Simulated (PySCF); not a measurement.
# Selenium: a sound run and one with changed settings

Sound run: Se⁺ [Ar] 3d10 4s2 4p3, Se²⁺ [Ar] 3d10 4s2 4p2. Computed with PySCF 2.14 in cc-pVDZ-DK (5s4p2d, 27 functions), with the spin-free X2C one-electron Hamiltonian (Gaussian nucleus). The sound run starts from symmetry-adapted Hartree-Fock orbitals and uses a fine grid where one is needed.

Changed run: 14 angular points. This setting is unsound on purpose.

```json
{"species": "Se⁺", "method": "UHF", "sound run (hartree)": "-2427.64684", "changed run (hartree)": "-2427.64684", "converged": "yes"}
{"species": "Se⁺", "method": "M06-L", "sound run (hartree)": "-2429.26212", "changed run (hartree)": "-2429.26212", "converged": "yes"}
{"species": "Se⁺", "method": "B3LYP", "sound run (hartree)": "-2429.39053", "changed run (hartree)": "-2429.39053", "converged": "yes"}
{"species": "Se²⁺", "method": "UHF", "sound run (hartree)": "-2426.88035", "changed run (hartree)": "-2426.88035", "converged": "yes"}
{"species": "Se²⁺", "method": "M06-L", "sound run (hartree)": "-2428.48781", "changed run (hartree)": "-2428.48810", "converged": "yes"}
{"species": "Se²⁺", "method": "B3LYP", "sound run (hartree)": "-2428.60678", "changed run (hartree)": "-2428.60707", "converged": "yes"}
```

Ionisation energy of Se⁺:

```json
{"method": "UHF", "sound run (eV)": "20.857", "changed run (eV)": "20.857"}
{"method": "M06-L", "sound run (eV)": "21.070", "changed run (eV)": "21.062"}
{"method": "B3LYP", "sound run (eV)": "21.327", "changed run (eV)": "21.319"}
```

A coarse angular grid integrates products of high-l functions wrongly, so density functionals can shift, and the SCF can exploit the error; Hartree-Fock and MP2 need no grid.

For comparison, NIST gives 21.196 ± 0.01 eV between the lowest levels.
